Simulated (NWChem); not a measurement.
Species: RbF; SMILES [F][Rb]

Program: NWChem. Structure relaxed at the PBE-D3(BJ)/def2-SVP level. def2 effective core potentials on Rb; no spin-orbit coupling. Vertical excitations in the gas phase; the lowest state need not have the same character in each row.

For level PBE/def2-TZVPD, TDA:

```yaml
lowest excitation, singlet (eV): 3.02
lowest state with f > 0.02, singlet (eV): 3.11
orbital gap (eV): 2.96
```

### Question
How do the values read with level PBE/def2-SVP, TDA instead?

### Answer
| Item | Value |
|---|---|
| lowest excitation, singlet (eV) | 2.32 |
| lowest state with f > 0.02, singlet (eV) | 2.56 |
| orbital gap (eV) | 2.32 |
